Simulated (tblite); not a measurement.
Species: C2H4B3F3O3.
Bonds: F1–C2, C2–F3, C2–F4, C2–C5, C5–B6, B6–O7, O7–B8, B8–O9, O9–B10, B10–O11, B6–O11. Hydrogens: H12, H13 on C5; H14 on B8; H15 on B10.

Computed with GFN2-xTB (tblite), gas phase: L-BFGS steps from a force-field or distance-geometry start until the largest atomic force falls under 0.01 eV/Å.

Step 35: E = -999.0663 eV
```
atom  x, y, z in Å  |  force x, y, z in eV/Å
F1     -2.1221    1.6219   -1.1750    0.064  -0.119  -0.009
C2     -2.2843    0.6357   -0.2802    0.067  -0.001   0.060
F3     -2.1470    1.1952    0.9288   -0.003   0.008   0.062
F4     -3.5801    0.2680   -0.3646   -0.006   0.046  -0.055
C5     -1.3690   -0.5495   -0.4892    0.016   0.049   0.044
B6      0.1967   -0.3059   -0.1872   -0.101  -0.076  -0.072
O7      0.6738    0.8767    0.2703    0.032  -0.008  -0.061
B8      2.0139    1.0468    0.4743   -0.025  -0.006   0.003
O9      2.8494    0.0018    0.2586    0.034  -0.037  -0.011
B10     2.3793   -1.1945   -0.1759    0.007  -0.038  -0.027
O11     1.0451   -1.3536   -0.4191    0.058   0.221   0.104
H12    -1.4935   -0.8887   -1.5207   -0.047  -0.020   0.089
H13    -1.7455   -1.3394    0.1695    0.061   0.011  -0.124
H14     2.4543    2.0712    0.8203   -0.111   0.028   0.018
H15     3.1245   -2.0777   -0.3434   -0.047  -0.058  -0.024
```

Step 36: E = -999.0700 eV
```
atom  x, y, z in Å  |  force x, y, z in eV/Å
F1     -2.1149    1.6165   -1.1751    0.071  -0.035  -0.014
C2     -2.2820    0.6363   -0.2764    0.053  -0.005   0.017
F3     -2.1417    1.1967    0.9328   -0.036  -0.017   0.007
F4     -3.5793    0.2739   -0.3675    0.010   0.046   0.000
C5     -1.3700   -0.5487   -0.4892    0.021  -0.020   0.051
B6      0.1932   -0.3093   -0.1853   -0.025  -0.013  -0.071
O7      0.6714    0.8739    0.2717   -0.006  -0.009  -0.050
B8      2.0097    1.0454    0.4744    0.012  -0.018  -0.015
O9      2.8525    0.0050    0.2571   -0.017  -0.060  -0.012
B10     2.3817   -1.1918   -0.1752    0.001  -0.046  -0.037
O11     1.0467   -1.3506   -0.4172    0.064   0.145   0.093
H12    -1.4951   -0.8909   -1.5194   -0.049   0.015   0.065
H13    -1.7469   -1.3402    0.1638    0.037  -0.034  -0.059
H14     2.4464    2.0701    0.8169   -0.085   0.084   0.042
H15     3.1238   -2.0783   -0.3447   -0.052  -0.033  -0.017
```

Step 37: E = -999.0724 eV
```
atom  x, y, z in Å  |  force x, y, z in eV/Å
F1     -2.0991    1.6128   -1.1750    0.072   0.001  -0.005
C2     -2.2759    0.6376   -0.2734    0.014  -0.006  -0.011
F3     -2.1308    1.1975    0.9357   -0.057  -0.028  -0.026
F4     -3.5778    0.2876   -0.3686    0.056   0.047   0.031
C5     -1.3725   -0.5528   -0.4881    0.000  -0.046   0.032
B6      0.1881   -0.3168   -0.1816    0.051   0.041  -0.038
O7      0.6652    0.8678    0.2748   -0.009   0.011  -0.040
B8      2.0029    1.0444    0.4736    0.028  -0.016  -0.030
O9      2.8538    0.0100    0.2514   -0.058  -0.042  -0.003
B10     2.3845   -1.1891   -0.1761   -0.002  -0.028  -0.027
O11     1.0485   -1.3502   -0.4097    0.058   0.034   0.048
H12    -1.4973   -0.8927   -1.5187   -0.048   0.032   0.038
H13    -1.7558   -1.3461    0.1563    0.027  -0.060  -0.004
H14     2.4332    2.0720    0.8132   -0.073   0.092   0.052
H15     3.1286   -2.0739   -0.3472   -0.059  -0.032  -0.018
```

**Question.** Estimate the geometry and energy of step 38. (The exact step hangs on the optimiser's Hessian estimate; all steps are aligned on step 37, rigid shifts and turns removed.)

**Answer.** E = -999.0743 eV, largest force 0.109 eV/Å
```
atom  x, y, z in Å  |  force x, y, z in eV/Å
F1     -2.0850    1.6093   -1.1750    0.072   0.023  -0.003
C2     -2.2713    0.6378   -0.2713    0.001  -0.006  -0.023
F3     -2.1239    1.1973    0.9372   -0.055  -0.021  -0.022
F4     -3.5763    0.2999   -0.3685    0.062   0.031   0.034
C5     -1.3750   -0.5574   -0.4862    0.000  -0.043   0.013
B6      0.1849   -0.3216   -0.1798    0.084   0.068  -0.003
O7      0.6610    0.8649    0.2740   -0.021   0.024  -0.037
B8      1.9981    1.0441    0.4719    0.040   0.021  -0.024
O9      2.8533    0.0137    0.2466   -0.051  -0.023   0.006
B10     2.3864   -1.1874   -0.1771   -0.003  -0.011  -0.011
O11     1.0500   -1.3504   -0.4021    0.029  -0.050   0.003
H12    -1.4991   -0.8933   -1.5175   -0.047   0.034   0.006
H13    -1.7629   -1.3528    0.1505    0.021  -0.074   0.039
H14     2.4238    2.0744    0.8135   -0.076   0.064   0.044
H15     3.1316   -2.0704   -0.3497   -0.056  -0.038  -0.021
```

The energy changes by -0.0018 eV. The first-order estimate −F·Δx gives -0.0024 eV and the mean of the old and new forces, exact on a quadratic surface, -0.0018 eV. The step makes an angle of 73° with the force vector and moves no atom by more than 0.015 Å.

The cost below is that of the whole relaxation. On one thread of an Arm Neoverse V2 (shared host), this took 0.44 s.
